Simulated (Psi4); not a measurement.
I$_{4}$Ti, singlet, geometry from GFN2-xTB (such geometries of metal compounds can be far from the true shape) (core potentials on I); PBE/def2-SV(P) (Psi4 1.11).

The Psi4 input:
```
memory 2 GB

molecule {
0 1
  Ti   -0.00000000    0.00000000   -0.00000000
  I     2.09524070   -0.59546698   -1.49603154
  I     0.78783176    0.44202976    2.48327520
  I    -1.17364265    2.16819622   -0.95090116
  I    -1.70942982   -2.01475900   -0.03634250
}

set basis def2-sv(p)
set dft_spherical_points 434

energy('pbe')
print_variables()
```

Output, abridged:

```
   => Loading Basis Set <=

    Name: DEF2-SV(P)
    Role: ORBITAL
    Keyword: BASIS

    !!!  WARNING: ECP capability is in beta. Please check occupations closely.  !!!

         ---------------------------------------------------------
                                   SCF
               by Justin Turney, Rob Parrish, Andy Simmonett
                          and Daniel G. A. Smith
                              RKS Reference
         ---------------------------------------------------------

  ==> Geometry <==

    Molecular point group: c1
    Full point group: Td

    Geometry (in Angstrom), charge = 0, multiplicity = 1:

       Center              X                  Y                   Z               Mass
    ------------   -----------------  -----------------  -----------------  -----------------
         TI           0.000000002284     0.000000000000    -0.000000000000    47.947941980000
         I            2.095240702284    -0.595466980000    -1.496031540000   126.904471900000
         I            0.787831762284     0.442029760000     2.483275200000   126.904471900000
         I           -1.173642647716     2.168196220000    -0.950901160000   126.904471900000
         I           -1.709429817716    -2.014759000000    -0.036342500000   126.904471900000

  Running in c1 symmetry.

  Rotational constants: A =      0.00713  B =      0.00713  C =      0.00713 [cm^-1]
  Rotational constants: A =    213.86839  B =    213.86839  C =    213.86839 [MHz]
  Nuclear repulsion =  900.436891984001136

  Charge       = 0
  Multiplicity = 1
  Electrons    = 122
  Nalpha       = 61
  Nbeta        = 61

  ==> Algorithm <==

  SCF Algorithm Type is DF.
  DIIS enabled.
  MOM disabled.
  Fractional occupation disabled.
  Guess Type is SAD.
  Energy threshold   = 1.00e-06
  Density threshold  = 1.00e-06
  Integral threshold = 1.00e-12

  ==> Primary Basis <==

  Basis Set: DEF2-SV(P)
    Blend: DEF2-SV(P)
    Number of shells: 50
    Number of basis functions: 128
    Number of Cartesian functions: 138
    Spherical Harmonics?: true
    Max angular momentum: 2

  Core potential: DEF2-SV(P)
    Number of shells: 16
    Number of ECP primitives: 116
    Number of ECP core electrons: 112
    Max angular momentum: 3

  ==> DFT Potential <==

   => LibXC <=

    Version 7.1.2
    S. Lehtola, C. Steigemann, M. J. T. Oliveira, and M. A. L. Marques,  SoftwareX 7, 1–5 (2018) (10.1016/j.softx.2017.11.002)

   => Composite Functional: PBE <=

    PBE GGA Exchange-Correlation Functional

    J.P. Perdew et. al., Phys. Rev. Lett., 77(18), 3865-3868, 1996

    Deriv               =              1
    GGA                 =           TRUE
    Meta                =          FALSE

    Exchange Hybrid     =          FALSE
    MP2 Hybrid          =          FALSE

   => Exchange Functionals <=

    1.0000     XC_GGA_X_PBE

   => Correlation Functionals <=

    1.0000     XC_GGA_C_PBE

   => LibXC Density Thresholds  <==

    XC_GGA_C_PBE:  1.00E-12
    XC_GGA_X_PBE:  1.00E-15

   => Molecular Quadrature <=

    Radial Scheme          =       TREUTLER
    Pruning Scheme         =           NONE
    Nuclear Scheme         =       TREUTLER

    Blocking Scheme        =         OCTREE
    BS radius alpha        =              1
    Pruning alpha          =              1
    Radial Points          =             75
    Spherical Points       =            434
    Total Points           =         155369
    Total Blocks           =           1367
    Max Points             =            256
    Max Functions          =            117
    Weights Tolerance      =       1.00E-15

   => Loading Basis Set <=

    Name: (DEF2-SV(P) AUX)
    Role: JKFIT
    Keyword: DF_BASIS_SCF

  ==> Integral Setup <==

  SCF_SUBTYPE=INCORE selected. In-core MEM_DF algorithm will be used.
  Using in-core AOs.

  ==> MemDFJK: Density-Fitted J/K Matrices <==

    J tasked:                   Yes
    K tasked:                    No
    wK tasked:                   No
[...]
    Spherical Harmonics?: true
    Max angular momentum: 6

  Minimum eigenvalue in the overlap matrix is 1.5229897401E-02.
  Reciprocal condition number of the overlap matrix is 3.9190571304E-03.
    Using symmetric orthogonalization.

  ==> Pre-Iterations <==

  SCF Guess: Superposition of Atomic Densities via on-the-fly atomic UHF (no occupation information).

   -------------------------
    Irrep   Nso     Nmo
   -------------------------
     A        128     128
   -------------------------
    Total     128     128
   -------------------------

  ==> Iterations <==

                           Total Energy        Delta E     RMS |[F,P]|

   @DF-RKS iter SAD: -2029.42187117206572   -2.02942e+03   0.00000e+00
   @DF-RKS iter   1: -2038.85888391714661   -9.43701e+00   1.00489e-02 DIIS/ADIIS
   @DF-RKS iter   2: -2012.37874412803308    2.64801e+01   4.44201e-02 DIIS/ADIIS
   @DF-RKS iter   3: -2033.34686114041824   -2.09681e+01   3.29514e-02 DIIS/ADIIS
   @DF-RKS iter   4: -2039.10559789195509   -5.75874e+00   1.24612e-02 DIIS/ADIIS
   @DF-RKS iter   5: -2038.93779937217823    1.67799e-01   1.28190e-02 DIIS/ADIIS
   @DF-RKS iter   6: -2039.97326438478126   -1.03547e+00   3.75173e-03 DIIS/ADIIS
   @DF-RKS iter   7: -2038.85215304635108    1.12111e+00   1.45435e-02 DIIS/ADIIS
   @DF-RKS iter   8: -2039.51728525099952   -6.65132e-01   9.73227e-03 DIIS/ADIIS
   @DF-RKS iter   9: -2040.09305100247047   -5.75766e-01   2.26082e-03 DIIS/ADIIS
   @DF-RKS iter  10: -2040.12145686168151   -2.84059e-02   1.34928e-03 DIIS/ADIIS
   @DF-RKS iter  11: -2040.13653883402526   -1.50820e-02   1.96789e-04 DIIS/ADIIS
   @DF-RKS iter  12: -2040.13690505063710   -3.66217e-04   5.50232e-05 DIIS
   @DF-RKS iter  13: -2040.13693149518394   -2.64445e-05   7.88464e-06 DIIS
   @DF-RKS iter  14: -2040.13693213116062   -6.35977e-07   1.27959e-06 DIIS
   @DF-RKS iter  15: -2040.13693214375212   -1.25915e-08   8.63022e-07 DIIS
  Energy and wave function converged.

  ==> Post-Iterations <==

   Electrons on quadrature grid:
      Ntotal   =  121.9999986064 ; deviation = -1.394e-06

    Orbital Energies [Eh]
    ---------------------

    Doubly Occupied:

[...]
      61A     -0.245841

    Virtual:

[...]
     128A     55.948748

    Final Occupation by Irrep:
              A
    DOCC [    61 ]
    NA   [    61 ]
    NB   [    61 ]

  @DF-RKS Final Energy: -2040.13693214375212

   => Energetics <=

    Nuclear Repulsion Energy =            900.4368919840011358
    One-Electron Energy =               -5033.3518919946382084
    Two-Electron Energy =                2223.4579009621074874
    DFT Exchange-Correlation Energy =    -130.6798330952221932
    Empirical Dispersion Energy =           0.0000000000000000
    VV10 Nonlocal Energy =                  0.0000000000000000
    Total Energy =                      -2040.1369321437521194

Computation Completed

Properties will be evaluated at   0.000000,   0.000000,   0.000000 [a0]

Properties computed using the SCF density matrix

 Multipole Moments:

 ------------------------------------------------------------------------------------
     Multipole            Electronic (a.u.)      Nuclear  (a.u.)        Total (a.u.)
 ------------------------------------------------------------------------------------

 L = 1.  Multiply by 2.5417464519 to convert [e a0] to [Debye]
 Dipole X            :         -0.0000984            0.0000001           -0.0000983
 Dipole Y            :          0.0000009           -0.0000000            0.0000009
 Dipole Z            :         -0.0000872           -0.0000000           -0.0000872
 Magnitude           :                                                    0.0001314

 ------------------------------------------------------------------------------------

  Variable Map:
  ----------------------------------------------------------------------------
[...]
  Array Variable Map:
  ----------------------------------------------------------------------------
[...]
[...]
```
